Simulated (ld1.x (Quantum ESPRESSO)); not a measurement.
Pseudopotential generation for Rh: RRKJ, PBE, scalar-relativistic.

Input for ld1.x (Quantum ESPRESSO) 7.5:

```
&input
   title='Rh', zed=45., rel=1, dft='PBE', iswitch=3,
   config='[Kr] 4d8 5s0 5p0',
   nld=3, rlderiv=2.00, eminld=-9.0, emaxld=5.0, deld=0.04
 /
 &inputp
   pseudotype=2, tm=.false., lloc=0,
   nlcc=.true., new_core_ps=.true., rcore=1.00,
   file_pseudopw='Rh.UPF', file_wfcaegen='ae.wfc', file_wfcncgen='nc.wfc', file_beta='beta', file_chi='chi'
 /
3
4P  2  1   6.00   0.00  1.50  1.50  0.0
4D  3  2   8.00   0.00  1.85  1.85  0.0
4S  1  0   2.00   0.00  1.10  1.10  0.0
 &test
   configts(1)='4s2 4p6 4d8 5s0 5p0'
 /
```

Command:

```bash
ld1.x < Rh.in > Rh.out
```

The program printed (shortened: banner, matrices, multipoles, cross overlaps and the repeated all-electron block are left out):

```
Program LD1 v.7.5
     --------------------------- All-electron run ----------------------------

     Rh
     scalar relativistic calculation

     atomic number is 45.00
     dft =PBE   lsd =0 sic =0 latt =0  beta=0.20 tr2=1.0E-14
     Exchange-correlation= PBE
                           (   1   4   3   4   0   0   0)
     mesh =1233 r(mesh) =  98.82371 a.u. xmin = -7.00 dx = 0.01250
     1 Ry =  13.60569312 eV, c = 137.03599908

     n l     nl                  e(Ry)          e(Ha)          e(eV)
     1 0     1S 1( 2.00)     -1693.8927      -846.9463    -23046.5838
     2 0     2S 1( 2.00)      -246.0461      -123.0231     -3347.6280
     2 1     2P 1( 6.00)      -220.5606      -110.2803     -3000.8800
     3 0     3S 1( 2.00)       -44.4260       -22.2130      -604.4467
     3 1     3P 1( 6.00)       -36.0473       -18.0237      -490.4490
     4 0     4S 1( 2.00)        -6.6285        -3.3142       -90.1851
     4 1     4P 1( 6.00)        -4.2736        -2.1368       -58.1451
     3 2     3D 1(10.00)       -22.6516       -11.3258      -308.1902
     4 2     4D 1( 8.00)        -0.9983        -0.4992       -13.5832
     5 0     5S 1( 0.00)        -0.7923        -0.3962       -10.7802
     5 1     5P 1( 0.00)        -0.4552        -0.2276        -6.1936

     final scf error:  4.3E-15 reached in  28 iterations

     Etot =   -9567.688836 Ry,   -4783.844418 Ha, -130175.038199 eV

     Ekin =    9908.916987 Ry,    4954.458494 Ha,  134817.683710 eV
     Encl =  -23069.935243 Ry,  -11534.967622 Ha, -313882.459286 eV
     Eh   =    3870.017954 Ry,    1935.008977 Ha,   52654.276662 eV
     Exc  =    -276.688534 Ry,    -138.344267 Ha,   -3764.539285 eV

     normalization and overlap integrals

     s(1S/1S) =  1.000000  <r> =   0.0326  <r2> =    0.0014  r(max) =   0.0211
     s(2S/2S) =  1.000000  <r> =   0.1419  <r2> =    0.0237  r(max) =   0.1201
     s(2P/2P) =  1.000000  <r> =   0.1237  <r2> =    0.0187  r(max) =   0.0959
     s(3S/3S) =  1.000000  <r> =   0.3907  <r2> =    0.1746  r(max) =   0.3520
     s(3P/3P) =  1.000000  <r> =   0.3905  <r2> =    0.1772  r(max) =   0.3433
     s(4S/4S) =  1.000000  <r> =   0.9810  <r2> =    1.0911  r(max) =   0.8766
     s(4P/4P) =  1.000000  <r> =   1.0827  <r2> =    1.3449  r(max) =   0.9449
     s(3D/3D) =  1.000000  <r> =   0.3704  <r2> =    0.1640  r(max) =   0.2918
     s(4D/4D) =  1.000000  <r> =   1.5452  <r2> =    2.9278  r(max) =   1.1398
     s(5S/5S) =  1.000000  <r> =   2.9743  <r2> =   10.0641  r(max) =   2.5051
     s(5P/5P) =  1.000000  <r> =   3.8596  <r2> =   17.0375  r(max) =   3.2166

     ------------------------ End of All-electron run ------------------------

     --------------------- Generating NC pseudopotential ---------------------

      Generating local pot.: lloc=0, matching radius rcloc =   1.1000

      Computing core charge for nlcc:

       r > 1.01 : true rho core
      Core charge pseudized with two Bessel functions
      Integrated core pseudo-charge :   2.74

      Wfc   4P  rcut= 1.482  Estimated cut-off energy=       82.77 Ry
      This function has    0 nodes for 0 < r <    1.482

      Wfc   4D  rcut= 1.856  Estimated cut-off energy=       68.10 Ry
      This function has    0 nodes for 0 < r <    1.856

     ------------------- End of pseudopotential generation -------------------

     Computing logarithmic derivative in   1.98796
     Computing logarithmic derivative in   1.98796
     Computing the partial wave expansion
       no projector for channel:   0
     R is outside the sphere for l=    1 j= 0.00
     R is outside the sphere for l=    2 j= 0.00

     ---------------------- Testing the pseudopotential ----------------------

     Rh
     scalar relativistic calculation

     atomic number is 45.00   valence charge is 17.00
     dft =PBE   lsd =0 sic =0 latt =0  beta=0.20 tr2=1.0E-14
     mesh =1233 r(mesh) =  98.82371 xmin = -7.00 dx = 0.01250

     n l     nl             e AE (Ry)        e PS (Ry)    De AE-PS (Ry)
     1 0     4S   1( 2.00)       -6.62848       -6.62857        0.00009
     2 1     4P   1( 6.00)       -4.27358       -4.27359        0.00000
     3 2     4D   1( 8.00)       -0.99835       -0.99835        0.00000
     2 0     5S   1( 0.00)       -0.79233       -0.80208        0.00975  !
     3 1     5P   1( 0.00)       -0.45522       -0.46064        0.00542  !

     eps = 7.5E-15  iter = 17

     Etot =   -9567.688836 Ry,   -4783.844418 Ha, -130175.038199 eV
     Etotps =  -224.777998 Ry,    -112.388999 Ha,   -3058.260456 eV

     Ekin =      76.900461 Ry,      38.450230 Ha,    1046.284072 eV
     Encl =    -446.043573 Ry,    -223.021786 Ha,   -6068.731967 eV
     Ehrt =     178.786340 Ry,      89.393170 Ha,    2432.512076 eV
     Ecxc =     -28.891642 Ry,     -14.445821 Ha,    -393.090810 eV
     (Ecc =      -5.163496 Ry,      -2.581748 Ha,     -70.252943 eV)
     Epseu=      -5.529584 Ry,      -2.764792 Ha,     -75.233827 eV

     ---------------------- End of pseudopotential test ----------------------
```

Generation and configuration tests took about 3.1 s on one core of a shared server CPU.

Transferability test of the new file with ld1.x, input:

```
&input
   title='Rh', zed=45., rel=1, dft='PBE', iswitch=2,
   config='[Kr] 4d8 5s0 5p0'
 /
 &test
   file_pseudo='Rh.UPF', nconf=8,
   configts(1)='4s2 4p6 4d8 5s0 5p0',
   configts(2)='4s2 4p6 4d8 5s1 5p0',
   configts(3)='4s2 4p6 4d7 5s0 5p0',
   configts(4)='4s2 4p6 4d6 5s0 5p0',
   configts(5)='4s2 4p6 4d7 5s2 5p0',
   configts(6)='4s2 4p6 4d7 5s1 5p0',
   configts(7)='4s2 4p6 4d9 5s0 5p0',
   configts(8)='4s2 4p6 4d5 5s0 5p0'
 /
```

```bash
ld1.x < Rh.test.in > Rh.test.out
```

Pseudopotential blocks of its output, shortened (energy terms left out):

```
     ---------------------- Testing the pseudopotential ----------------------

     n l     nl             e AE (Ry)        e PS (Ry)    De AE-PS (Ry)
     1 0     4S   1( 2.00)       -6.62848       -6.62857        0.00009
     2 1     4P   1( 6.00)       -4.27358       -4.27359        0.00000
     3 2     4D   1( 8.00)       -0.99835       -0.99835        0.00000
     2 0     5S   1( 0.00)       -0.79233       -0.80208        0.00975  !
     3 1     5P   1( 0.00)       -0.45522       -0.46064        0.00542  !

     eps = 4.5E-15  iter = 12

     Etot =   -9567.688836 Ry,   -4783.844418 Ha, -130175.038199 eV
     Etotps =  -224.777994 Ry,    -112.388997 Ha,   -3058.260407 eV

     ---------------------- End of pseudopotential test ----------------------

          ---------------------- Testing the pseudopotential ----------------------

     n l     nl             e AE (Ry)        e PS (Ry)    De AE-PS (Ry)
     1 0     4S   1( 2.00)       -6.06322       -6.05772       -0.00550  !
     2 1     4P   1( 6.00)       -3.70584       -3.70074       -0.00510  !
     3 2     4D   1( 8.00)       -0.43659       -0.43257       -0.00402
     2 0     5S   1( 1.00)       -0.31604       -0.32126        0.00522  !
     3 1     5P   1( 0.00)       -0.06254       -0.06335        0.00082

     eps = 4.3E-15  iter = 16

     Etot =   -9568.237171 Ry,   -4784.118586 Ha, -130182.498677 eV
     Etotps =  -225.333855 Ry,    -112.666927 Ha,   -3065.823281 eV
     dEtot_ae =      -0.548335 Ry
     dEtot_ps =      -0.555861 Ry,   Delta E=       0.007526 Ry

     ---------------------- End of pseudopotential test ----------------------

          ---------------------- Testing the pseudopotential ----------------------

     n l     nl             e AE (Ry)        e PS (Ry)    De AE-PS (Ry)
     1 0     4S   1( 2.00)       -7.60381       -7.60306       -0.00075
     2 1     4P   1( 6.00)       -5.23634       -5.23598       -0.00036
     3 2     4D   1( 7.00)       -1.89203       -1.89169       -0.00035
     2 0     5S   1( 0.00)       -1.44603       -1.46102        0.01500  !
     3 1     5P   1( 0.00)       -1.01309       -1.02490        0.01181  !

     eps = 1.6E-15  iter = 20

     Etot =   -9566.254826 Ry,   -4783.127413 Ha, -130155.527503 eV
     Etotps =  -223.344024 Ry,    -111.672012 Ha,   -3038.750251 eV
     dEtot_ae =       1.434010 Ry
     dEtot_ps =       1.433970 Ry,   Delta E=       0.000040 Ry

     ---------------------- End of pseudopotential test ----------------------

          ---------------------- Testing the pseudopotential ----------------------

     n l     nl             e AE (Ry)        e PS (Ry)    De AE-PS (Ry)
     1 0     4S   1( 2.00)       -8.71237       -8.70896       -0.00341
     2 1     4P   1( 6.00)       -6.32630       -6.32423       -0.00207
     3 2     4D   1( 6.00)       -2.90402       -2.90156       -0.00245
     2 0     5S   1( 0.00)       -2.18179       -2.20351        0.02171  !
     3 1     5P   1( 0.00)       -1.66334       -1.68481        0.02147  !

     eps = 7.1E-15  iter = 17

     Etot =   -9563.865762 Ry,   -4781.932881 Ha, -130123.022630 eV
     Etotps =  -220.955976 Ry,    -110.477988 Ha,   -3006.259205 eV
     dEtot_ae =       3.823074 Ry
     dEtot_ps =       3.822018 Ry,   Delta E=       0.001056 Ry

     ---------------------- End of pseudopotential test ----------------------

          ---------------------- Testing the pseudopotential ----------------------

     n l     nl             e AE (Ry)        e PS (Ry)    De AE-PS (Ry)
     1 0     4S   1( 2.00)       -6.32862       -6.31482       -0.01380  !
     2 1     4P   1( 6.00)       -3.95974       -3.94734       -0.01240  !
     3 2     4D   1( 7.00)       -0.63794       -0.62832       -0.00961  !
     2 0     5S   1( 2.00)       -0.39088       -0.39559        0.00472
     3 1     5P   1( 0.00)       -0.09687       -0.09762        0.00075

     eps = 6.3E-15  iter = 14

     Etot =   -9568.054978 Ry,   -4784.027489 Ha, -130180.019809 eV
     Etotps =  -225.163393 Ry,    -112.581697 Ha,   -3063.504029 eV
     dEtot_ae =      -0.366142 Ry
     dEtot_ps =      -0.385399 Ry,   Delta E=       0.019257 Ry

     ---------------------- End of pseudopotential test ----------------------

          ---------------------- Testing the pseudopotential ----------------------

     n l     nl             e AE (Ry)        e PS (Ry)    De AE-PS (Ry)
     1 0     4S   1( 2.00)       -6.92422       -6.91594       -0.00829  !
     2 1     4P   1( 6.00)       -4.55651       -4.54924       -0.00728  !
     3 2     4D   1( 7.00)       -1.22684       -1.22128       -0.00556  !
     2 0     5S   1( 1.00)       -0.89115       -0.90042        0.00927  !
     3 1     5P   1( 0.00)       -0.52302       -0.52835        0.00533  !

     eps = 1.9E-15  iter = 17

     Etot =   -9567.419378 Ry,   -4783.709689 Ha, -130171.372032 eV
     Etotps =  -224.520763 Ry,    -112.260381 Ha,   -3054.760596 eV
     dEtot_ae =       0.269458 Ry
     dEtot_ps =       0.257231 Ry,   Delta E=       0.012227 Ry

     ---------------------- End of pseudopotential test ----------------------

          ---------------------- Testing the pseudopotential ----------------------

     n l     nl             e AE (Ry)        e PS (Ry)    De AE-PS (Ry)
     1 0     4S   1( 2.00)       -5.83660       -5.83688        0.00028
     2 1     4P   1( 6.00)       -3.48754       -3.48763        0.00008
     3 2     4D   1( 9.00)       -0.26411       -0.26401       -0.00010
     2 0     5S   1( 0.00)       -0.24695       -0.25282        0.00587  !
     3 1     5P   1( 0.00)       -0.03033       -0.03166        0.00133

     eps = 1.1E-15  iter = 14

     Etot =   -9568.304006 Ry,   -4784.152003 Ha, -130183.408011 eV
     Etotps =  -225.393084 Ry,    -112.696542 Ha,   -3066.629130 eV
     dEtot_ae =      -0.615170 Ry
     dEtot_ps =      -0.615090 Ry,   Delta E=      -0.000080 Ry

     ---------------------- End of pseudopotential test ----------------------

          ---------------------- Testing the pseudopotential ----------------------

     n l     nl             e AE (Ry)        e PS (Ry)    De AE-PS (Ry)
     1 0     4S   1( 2.00)       -9.92669       -9.91740       -0.00930  !
     2 1     4P   1( 6.00)       -7.51698       -7.51058       -0.00640  !
     3 2     4D   1( 5.00)       -4.01245       -4.00451       -0.00794  !
     2 0     5S   1( 0.00)       -2.98604       -3.01588        0.02984  !
     3 1     5P   1( 0.00)       -2.38906       -2.42444        0.03538  !

     eps = 2.6E-15  iter = 10

     Etot =   -9560.415259 Ry,   -4780.207630 Ha, -130076.076148 eV
     Etotps =  -217.509982 Ry,    -108.754991 Ha,   -2959.374071 eV
     dEtot_ae =       7.273577 Ry
     dEtot_ps =       7.268012 Ry,   Delta E=       0.005565 Ry

     ---------------------- End of pseudopotential test ----------------------
```
